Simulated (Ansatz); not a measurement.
C$_{2}$H$_{7}$BFGa, SMILES `FBC[CH2][GaH2]`. Charge 0, multiplicity 1. Geometry: relaxed with PBE0-D4/def2-TZVP. It is one conformer, not always the lowest.

```xyz
12

F     0.705    2.655    0.707
B     0.202    1.481    0.381
C     0.773    0.116    0.842
C     0.545   -0.956   -0.235
Ga   -1.289   -0.725   -0.969
H    -0.796    1.521   -0.325
H     0.170   -0.134    1.731
H     1.808    0.178    1.196
H     0.669   -1.962    0.176
H     1.277   -0.850   -1.040
H    -1.568   -0.527   -2.504
H    -2.497   -0.795    0.041
```

Question: What is the dipole moment at ωB97M-V/def2-TZVPP? (Best estimate.)

Answer: Computed: 1.31 D, with components (0.86, -0.85, 0.50) D in this frame, pointing from negative to positive charge.

Question: And with PBE, r2SCAN, B3LYP? (An estimate is asked.)

Answer: Ansatz gave: PBE 1.38 D, r2SCAN 1.38 D, B3LYP 1.33 D.

Question: Give the Mulliken charges with ωB97M-V, r2SCAN, PBE in def2-TZVPP. (Best estimate.)

Answer: Computed: 
```
atom  ωB97M-V  r2SCAN    PBE
  F1    -0.21   -0.23  -0.17
  B2     0.21    0.32   0.23
  C3    -0.21   -0.10  -0.16
  C4    -0.37   -0.22  -0.23
 Ga5     0.16    0.18   0.10
  H6     0.00   -0.05  -0.04
  H7     0.13    0.07   0.10
  H8     0.11    0.05   0.09
  H9     0.11    0.05   0.08
 H10     0.12    0.07   0.09
 H11    -0.03   -0.07  -0.04
 H12    -0.03   -0.07  -0.05
```

B3LYP here is the variant with VWN-RPA as its local correlation; programs differ in this.
